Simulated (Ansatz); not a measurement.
`C[SiH2]F` + `OB[SiH3]` → `C[SiH2]OB[SiH3]` + H–F at 400 K and 1 bar (ligand exchange at the Si–F bond).

Calculated with Ansatz (gas phase, PBE0-D4/def2-TZVP geometries, no zero-point term in ΔE). CCSD(T)/CBS adds triple-zeta CCSD(T) − MP2 to the extrapolated MP2 energy (def2 sets, frozen cores). This one scheme is used for every species. One conformer a species, not always the lowest.

```
          species  CCSD(T)/CBS energy (Eh)  H − E (kJ/mol)  S (J/(mol·K))
       `C[SiH2]F`               -430.00374           171.0          310.0
       `OB[SiH3]`               -392.07510           161.1          321.7
`C[SiH2]OB[SiH3]`               -721.66573           293.8          441.6
              H–F               -100.39570            36.5          182.2
```

H − E and S are ideal-gas, rigid-rotor, harmonic terms from PBE0-D4/def2-TZVP, for one conformer and one mirror image of each species. 1 Eh = 2625.50 kJ/mol, R = 8.31446 J/(mol·K).

By hand: ΔE, ΔH, ΔS and ΔG.

ΔE = (-721.66573) + (-100.39570) − (-430.00374) − (-392.07510) = 0.01741 Eh = 45.7 kJ/mol. Δ(H − E) = 293.8 + 36.5 − 171.0 − 161.1 = -1.8, so ΔH = 43.9 kJ/mol. ΔS = 441.6 + 182.2 − 310.0 − 321.7 = -7.9 J/(mol·K). ΔG = 43.9 − 400 × (-7.9)/1000 = 47.1 kJ/mol.

By hand: the equilibrium constant, and the temperature at which ΔG would vanish if ΔH and ΔS stayed fixed.

log₁₀ K = −ΔG/(RT ln 10) = -6.2. ΔH and −TΔS have one sign here, so there is no such temperature.

The number of gas molecules stays the same, so ΔS is small and ΔH decides. A doubt of 5 kJ/mol in ΔE shifts log₁₀ K by 0.7 here. Other conformers and mirror images would add mixing entropy, several J/(mol·K) or more a flexible species. Modes under 60 cm⁻¹, often nearly free rotors, make the harmonic entropy too high. These are equilibria of isolated gas molecules and say nothing of rates. Largest T1 diagnostic: 0.014 (customary marks: 0.02 for closed shells, 0.045 for open ones).

ΔS is within the doubt of such terms, so its sign, and with it that verdict, could turn.
